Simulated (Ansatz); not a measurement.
CH$_{7}$BSi$_{2}$, SMILES `B[SiH]1C[SiH2]1`, 11 atoms. Total charge 0; spin multiplicity 1. All runs use 2 threads of an Arm Neoverse V1 on a shared host. Correlated methods freeze the cores.

(1) How many basis functions does each run have, and how long does it take in Ansatz? RKS ωB97M-V/def2-TZVPP energy and forces; direct RPA on PBE orbitals/def2-TZVPP energy; RKS ωB97M-V/def2-QZVPP energy; RKS PBE0-D4/def2-TZVP frequencies; RKS BHLYP-D4/def2-TZVPP energy; RKS B97M-V/def2-TZVPP energy; RHF-CCSD(T)/def2-SVP energy; RKS ωB97M-V/def2-SVP energy; RHF-CCSD(T)/def2-TZVPP energy; RKS PBE0-D4/def2-SVP energy; RKS PBE0-D4/def2-TZVP relaxation (7 steps); RKS BLYP-D4/def2-TZVPP energy. (An estimate is asked.)

Answers

(1) The calculation gave: Other jobs shared the machine, so times are rough.

```tsv
level	job	functions	wall time	peak host memory (GiB)
RKS PBE0-D4/def2-SVP	energy	99	1.6 s	0.2
RKS BLYP-D4/def2-TZVPP	energy	244	3.9 s	0.31
RHF-CCSD(T)/def2-SVP	energy	99	4.2 s	0.36
RKS BHLYP-D4/def2-TZVPP	energy	244	5.5 s	0.58
RKS ωB97M-V/def2-SVP	energy	99	7 s	0.29
direct RPA on PBE orbitals/def2-TZVPP	energy	244	8 s	0.63
RKS B97M-V/def2-TZVPP	energy	244	17 s	0.39
RKS ωB97M-V/def2-TZVPP	energy and forces	244	20 s	0.88
RKS ωB97M-V/def2-QZVPP	energy	464	34 s	1.9
RKS PBE0-D4/def2-TZVP	relaxation (7 steps)	178	37 s	0.42
RKS PBE0-D4/def2-TZVP	frequencies	178	3.6 min	0.43
RHF-CCSD(T)/def2-TZVPP	energy	244	8.8 min	1.9
```
